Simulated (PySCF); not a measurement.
SMILES C(=Cc1ccc[se]1)c1ccccn1 (C11H9NSe), GFN2-xTB optimised geometry.

```
22

C      0.22    -0.57     0.00
C     -0.49     0.57     0.00
C     -1.92     0.64     0.00
C     -2.68     1.78     0.00
C     -4.07     1.59     0.00
C     -4.47     0.29     0.00
Se    -3.03    -0.88     0.00
C      1.67    -0.61     0.00
C      2.35    -1.83     0.00
C      3.73    -1.83     0.00
C      4.40    -0.62     0.00
C      3.64     0.54     0.00
N      2.32     0.56     0.00
H     -0.29    -1.53     0.00
H      0.04     1.51     0.00
H     -2.23     2.76     0.00
H     -4.77     2.41     0.00
H     -5.48    -0.07     0.00
H      1.79    -2.76     0.00
H      4.28    -2.76     0.00
H      5.48    -0.57     0.00
H      4.11     1.52     0.00
```

Density from PBE/def2-SVP run with PySCF at that geometry.

Minimum of the electron density along straight lines between bonded atoms, close to the bond critical point (lines longer than 1.1 times the sum of covalent radii, or with two minima, are not listed):

```csv
bond,length / Å,ρ at the minimum / e bohr⁻³,∇²ρ there / e bohr⁻⁵,position (fraction from the first atom)
C1–C2,1.343,0.331,[?],0.50
C2–C3,1.428,0.284,-0.67,0.49
C3–C4,1.373,0.313,-0.76,0.51
C4–C5,1.409,0.295,-0.70,0.50
C5–C6,1.359,0.319,-0.78,0.49
C3–Se7,1.887,0.163,[?],0.48
C6–Se7,1.851,0.173,[?],0.49
C1–C8,1.446,0.281,-0.67,0.50
C8–C9,1.401,0.303,-0.74,0.50
C9–C10,1.381,0.311,-0.77,0.50
C10–C11,1.387,0.308,-0.76,0.50
C11–C12,1.388,0.309,-0.77,0.50
C8–N13,1.337,0.341,-1.07,0.37
C12–N13,1.316,0.352,-0.98,0.35
C1–H14,1.086,0.276,-1.00,0.63
C2–H15,1.082,0.281,-1.08,0.65
C4–H16,1.077,0.281,-1.06,0.63
C5–H17,1.077,0.280,-1.06,0.63
C6–H18,1.075,0.281,-1.07,0.64
C9–H19,1.080,0.281,-1.05,0.63
C10–H20,1.081,0.281,-1.06,0.63
C11–H21,1.079,0.281,-1.05,0.63
C12–H22,1.083,0.284,-1.08,0.64
```

### Question
Complete the blanks.

### Answer

- C1–C2, ∇²ρ there / e bohr⁻⁵: -0.84
- C3–Se7, ∇²ρ there / e bohr⁻⁵: -0.17
- C6–Se7, ∇²ρ there / e bohr⁻⁵: -0.19
